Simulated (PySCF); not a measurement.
Computed Raman spectrum (relative Raman activity) of a molecule CH6AlNO. Coordinates come from a B3LYP-D3(BJ)/def2-SVP optimisation. The values are those of a single conformer. Level of theory: B3LYP-D3(BJ)/def2-SVP run with PySCF. Frequencies are harmonic and unscaled.

ν (cm⁻¹): 588 (w), 822 (vw), 1431 (w), 1530 (vw), 3021 (s), 3104 (s), 3115 (s), 3570 (vs), 3653 (s), 3937 (vs) (against the strongest line: vs over 80 %, s over 45 %, m over 15 %, w over 4 %, vw less)

Task: Which structure fits?
(A) [CH3][Al]([NH2])[OH]
(B) C[O][AlH][NH2]
(C) C[NH][AlH][OH]

Result: A, [CH3][Al]([NH2])[OH]
